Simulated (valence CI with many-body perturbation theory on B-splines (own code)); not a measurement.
Level structure of V X

Method: valence CI with perturbative core correlation (CI+MBPT): four valence electrons over a frozen Dirac-Fock core [Ne], radial functions for each j: 11 s, 11 p, 10 d, 8 f, 5 g, 2 h, with the one-electron correlation potential Σ1, the two-electron term Σ2, the three-electron term Σ3, Breit, model QED; selected CI, second order for the rest, scaled by the run's own slope (own B-spline code, finite nucleus).

No measured spectrum was set against this ion. As an estimate, levels of excited configurations hold to 0.05 to 0.15 % of their energy, terms of the ground configuration to about 0.5 %. Among the levels kept, up to 630 cm⁻¹ of a level comes from second order outside the variational space, and about a tenth of that is noise between levels of different J, which matters for small intervals.

Levels 136 to 170 of 170, with energies above the lowest level, 3s²3p² ³P_0. "Leading %" is the weight of the configuration and term that name the level; weights of strongly mixed levels are sums over their largest components and can fall short. In the jj column 3d3/2^4 stands for four electrons in 3d with j = 3/2. Lifetimes count E1, E2, E3, M1 and M2 decay at the calculated energies, and are blank where another channel may lead or the interval is too uncertain; long ones can be off by a factor of two.

| No. | Configuration | Term | J | E (cm⁻¹) | Leading % | Lifetime | Leading jj |
| --- | --- | --- | --- | --- | --- | --- | --- |
| 136 | 3s²3p4s | ³P° | 2 | 872810 | 93 | 13.6 ps | 3s^2 3p3/2 4s (93 %) |
| 137 | 3s²3p4s | ¹P° | 1 | 878420 | 83 | 8.26 ps | 3s^2 3p3/2 4s (88 %) |
| 138 | 3s3p3d² | ⁵D° | 0 | 882710 | 100 | 47.0 ps | 3s 3p1/2 3d3/2^2 (28 %) |
| 139 | 3s3p3d² | ⁵D° | 1 | 883070 | 97 | 46.6 ps | 3s 3p1/2 3d3/2 3d5/2 (44 %) |
| 140 | 3s3p3d² | ⁵D° | 2 | 883840 | 93 | 45.9 ps | 3s 3p1/2 3d3/2 3d5/2 (54 %) |
| 141 | 3s3p3d² | ⁵D° | 3 | 885130 | 89 | 44.4 ps | 3s 3p3/2 3d3/2 3d5/2 (36 %) |
| 142 | 3s3p3d² | ⁵D° | 4 | 887170 | 86 | 42.1 ps | 3s 3p3/2 3d5/2^2 (29 %) |
| 143 | 3s3p3d² | ⁵F° | 1 | 889160 | 97 | 20.8 ps | 3s 3p1/2 3d3/2^2 (33 %) |
| 144 | 3s3p3d² | ⁵F° | 2 | 889770 | 94 | 21.2 ps | 3s 3p3/2 3d3/2^2 (30 %) |
| 145 | 3s3p3d² | ⁵F° | 3 | 890670 | 90 | 21.8 ps | 3s 3p3/2 3d3/2 3d5/2 (39 %) |
| 146 | 3s3p3d² | ⁵F° | 4 | 891790 | 85 | 22.8 ps | 3s 3p3/2 3d3/2 3d5/2 (64 %) |
| 147 | 3s3p3d² | ⁵F° | 5 | 892270 | 99 | 21.4 ps | 3s 3p3/2 3d5/2^2 (52 %) |
| 148 | 3p³3d | ¹F° | 3 | 894650 | 82 | 40.8 ps | 3p1/2 3p3/2^2 3d5/2 (35 %) |
| 149 | 3s3p3d² | ⁵P° | 1 | 897280 | 98 | 34.3 ps | 3s 3p1/2 3d3/2 3d5/2 (46 %) |
| 150 | 3s3p3d² | ⁵P° | 2 | 899050 | 97 | 34.1 ps | 3s 3p3/2 3d3/2 3d5/2 (25 %) |
| 151 | 3p³3d | ¹F° | 3 | 900970 | 24 | 21.4 ps | 3p1/2^2 3p3/2 3d5/2 (25 %) |
| 152 | 3s3p3d² | ⁵P° | 3 | 901790 | 85 | 31.2 ps | 3s 3p3/2 3d3/2 3d5/2 (59 %) |
| 153 | 3p³3d | ¹D° | 2 | 906270 | 30 | 19.8 ps | 3p1/2 3p3/2^2 3d5/2 (24 %) |
| 154 | 3s3p3d² | ³F° | 2 | 907770 | 64 | 33.9 ps | 3s 3p1/2 3d3/2^2 (26 %) |
| 155 | 3p³3d | ³D° | 3 | 908760 | 16 | 22.3 ps | 3s 3p3/2 3d5/2^2 (23 %) |
| 156 | 3p³3d | ³D° | 1 | 910320 | 50 | 19.4 ps | 3s 3p3/2 3d3/2 3d5/2 (28 %) |
| 157 | 3s3p3d² | ³F° | 3 | 910780 | 47 | 27.0 ps | 3s 3p3/2 3d5/2^2 (20 %) |
| 158 | 3s3p3d² | ³F° | 4 | 912090 | 71 | 34.3 ps | 3s 3p3/2 3d5/2^2 (46 %) |
| 159 | 3p³3d | ¹D° | 2 | 913080 | 30 | 21.1 ps | 3p3/2^3 3d3/2 (35 %) |
| 160 | 3s3p3d² | ⁵D° | 3 | 916510 | 96 | 16.7 ps | 3s 3p3/2 3d3/2 3d5/2 (54 %) |
| 161 | 3s3p3d² | ⁵D° | 2 | 916640 | 98 | 16.6 ps | 3s 3p3/2 3d3/2 3d5/2 (49 %) |
| 162 | 3s3p3d² | ⁵D° | 4 | 916660 | 89 | 17.4 ps | 3s 3p3/2 3d3/2 3d5/2 (35 %) |
| 163 | 3s3p3d² | ⁵D° | 1 | 916810 | 99 | 16.6 ps | 3s 3p3/2 3d3/2^2 (41 %) |
| 164 | 3s3p3d² | ⁵D° | 0 | 916910 | 99 | 16.5 ps | 3s 3p3/2 3d3/2^2 (56 %) |
| 165 | 3p³3d | ³D° | 1 | 924280 | 45 | 19.4 ps | 3s 3p3/2 3d3/2^2 (19 %) |
| 166 | 3p³3d | ³D° | 2 | 924770 | 43 | 20.7 ps | 3p1/2 3p3/2^2 3d5/2 (28 %) |
| 167 | 3s3p3d² | ³H° | 4 | 924860 | 95 | 67.9 ps | 3s 3p1/2 3d3/2 3d5/2 (66 %) |
| 168 | 3s3p3d² | ³D° | 3 | 925460 | 40 | 22.9 ps | 3s 3p3/2 3d5/2^2 (34 %) |
| 169 | 3s3p3d² | ³H° | 5 | 927670 | 92 | 64.4 ps | 3s 3p1/2 3d3/2 3d5/2 (47 %) |
| 170 | 3s3p3d² | ³H° | 6 | 932220 | 98 | 68.2 ps | 3s 3p3/2 3d3/2 3d5/2 (78 %) |

Names give the largest LS component (configuration and term), which can be under half, so a name can repeat, a term be missing and a line seem to break the LS rules; names also repeat where a configuration has a term twice.

Where two levels of one J and parity lie close, their mixing, g and order are uncertain.
